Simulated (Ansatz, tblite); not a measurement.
Removing an electron: ZrH₄. The state is a singlet with charge 0. Geometry: PBE-D4/def2-TZVP. Ansatz, gas phase; energy differences of separate SCF runs; the oxidised species was run as a doublet alone.

```xyz
5

Zr    0.000    0.000    0.000
H     0.680   -1.719    0.093
H     1.173    1.173    0.821
H    -1.638    0.062    0.860
H    -0.216    0.483   -1.774
```

In the def2 sets Zr takes a core potential; there is no spin–orbit coupling. The xTB rows come from tblite. Correlated methods freeze no core orbitals; core or outer-core shells of Zr are correlated, in sets that lack core-valence functions. In CCSD on the charge 1 doublet the largest single amplitude is 0.22, so its Hartree–Fock determinant may place the open shell otherwise than the density functionals do. HOMO above LUMO, or a gap near zero within one spin, warns that the state may not be the lowest or that an electron is smeared out.

| level | −HOMO (eV) | vertical IE (eV) | −LUMO (eV) | HOMO–LUMO gap (eV) |
| --- | --- | --- | --- | --- |
| GFN1-xTB | 13.13 | 15.92 | 9.66 | 3.48 |
| r2SCAN-D4/def2-TZVP | 7.54 | 10.57 | 3.26 | 4.28 |
| PBE0-D4/def2-TZVP | 8.52 | 10.73 | 2.45 | 6.07 |
| CCSD/def2-TZVPP | – | 11.02 | – | – |
| CCSD(T)/def2-TZVPP | – | 11.01 | – | – |

Problem. Estimate the rows for GFN2-xTB, HF/def2-TZVPP, PBE-D4/def2-TZVP, MP2/def2-TZVPP.

Solution. 
| level | −HOMO (eV) | vertical IE (eV) | −LUMO (eV) | HOMO–LUMO gap (eV) | remarks |
| --- | --- | --- | --- | --- | --- |
| GFN2-xTB | 12.09 | 14.98 | 8.70 | 3.40 | – |
| HF/def2-TZVPP | – | 10.18 | – | – | – |
| PBE-D4/def2-TZVP | 7.21 | 10.38 | 3.51 | 3.70 | gap within one spin near zero (+1 doublet) |
| MP2/def2-TZVPP | – | 10.98 | – | – | – |

  Raw xTB energy differences between charge states are shifted by several eV; the methods need an empirical correction for them.
